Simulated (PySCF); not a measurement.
# How methods differ on the excitation energy of Rh²⁺

Rh²⁺ [Kr] 4d7 (4F) → Rh²⁺ [Kr] 4d6 5s1 (6D), as a difference of total energies. All numbers are calculated (PySCF 2.14, scalar relativity by spin-free X2C-1e, in ANO-RCC-VTZP). Correlated levels: valence: [Kr] frozen. The calculations carry no spin-orbit coupling.

```csv
method,excitation energy (eV)
UHF,5.049
MP2 (valence),5.637
SCS-MP2 (valence),6.126
CCSD (valence),5.592
CCSD(T) (valence),5.611
```

Task: How much does correlation contribute at CCSD(T) (valence)?

Result: 5.611 − (5.049) = 0.562 eV, measured against UHF.

A first-order spin-orbit estimate (lowest level to lowest level, LS coupling) adds 0.074 eV.

The basis was made for the ground configuration and has no added diffuse functions, so the excitation energy can come out too high.
